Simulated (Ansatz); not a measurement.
Calculated with Ansatz (gas phase, PBE0-D4/def2-TZVP geometries, no zero-point term in ΔE). CBS: MP2 limit from def2 TZ/QZ plus the TZ coupled-cluster correction, frozen cores. This one scheme is used for every species. Functionals use def2-TZVPP. HSE06 is defined as in plane-wave codes. Each species was taken in one conformer, which may not be the lowest.

Consider the hydrogenolysis of the Si–S bond: `S[SiH]1CN1` + H₂ → `C1N[SiH2]1` + H₂S.

```tsv
level	ΔE (kJ/mol)	difference from CCSD(T)/CBS
PBE-D4	51.7	4.3
r2SCAN-D4	52.6	5.2
HSE06-D4	49.2	1.8
PBE-QIDH	47.8	0.4
BLYP	36.4	-11.0
r2SCAN	51.1	3.7
PBE0	43.9	-3.5
r2SCANh	49.9	2.5
r2SCAN0	48.2	0.8
BHLYP	34.3	-13.1
LC-ωPBE	42.2	-5.2
RPA@PBE/def2-TZVPP	36.7	-10.7
CCSD/def2-SVP	25.0	-22.4
MP2/def2-QZVPP	55.1	7.7
SCS-MP2/def2-QZVPP	47.3	-0.1
CCSD/CBS(def2)	42.4	-5.0
CCSD(T)/CBS	47.4	0
```

Largest T1 diagnostic among the species: 0.012.

The D4 term adds +9.7 kJ/mol with B3LYP and +5.3 kJ/mol with PBE0; it sums over pairs of atoms, weighted by their polarisabilities, and B3LYP, whose exchange is more repulsive, gets the larger term. In def2-TZVPP, CCSD(T) changes the Hartree–Fock value by +16.9 kJ/mol (the triples alone add +5.0 kJ/mol) and MP2 by +26.8 kJ/mol. At CCSD(T), def2-SVP lies −19.2 kJ/mol from the extrapolated value and def2-TZVPP −4.6 kJ/mol.

B3LYP here is the variant with VWN-RPA as its local correlation; programs differ in this.
